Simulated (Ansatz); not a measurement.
## SiHBr (SMILES [SiH]Br): the energy, rung by rung

The species is SiHBr (3 atoms), meant as a singlet with charge 0. As SMILES, `[SiH]Br`. The shape is that of a PBE0-D4/def2-TZVP optimisation.

```xyz
3

Si   -0.6247    0.5219   -0.2961
Br    1.3409    0.4015    0.7814
H    -0.7271   -0.9883   -0.4986
```

Each level gives the energy change with the Si1–Br2 bond stretched from 2.245 to 3.367 Å (eV). The values are calculated.

```tsv
level	kind	program	value (eV)	less FCI/STO-3G	CPU time (all runs)
BLYP/STO-3G (restricted)	GGA	Ansatz	3.19	-0.27	3.6 s
PBE0/STO-3G (restricted)	global hybrid	Ansatz	3.80	+0.34	2.5 s
wB97M-V/STO-3G (restricted)	range-separated hybrid	Ansatz	4.08	+0.62	33 s
MP2/STO-3G (restricted)	perturbation theory	Ansatz	3.92	+0.46	0.41 s
BCCD(T)/STO-3G (restricted)	coupled cluster or CI	Ansatz	3.48	+0.02	0.79 s
CCSD/STO-3G (restricted)	coupled cluster or CI	Ansatz	3.47	+0.01	0.62 s
CCSDT(Q)/STO-3G (restricted)	coupled cluster or CI	Ansatz	3.45	-0.01	1.8 s
FCI/STO-3G	exact in the basis	Ansatz	3.46	0.00	1.2 s
```

FCI/STO-3G is exact within its basis and frozen core, so for wave-function methods in that basis the difference is their error; functionals converge differently with the basis, so for them it is only a difference. All-electron rows without a relativistic Hamiltonian named are non-relativistic. The first shape isn't each level's own minimum. The values span 3.19 to 4.08 eV. All rows use very small basis sets, so none should be taken for the real molecule's value. In the correlated wave-function rows the outer d shell of Br is correlated, in sets not made for it. Times are those of the runs behind each value, whatever else they computed, on shared processors of several kinds: orders of magnitude only.
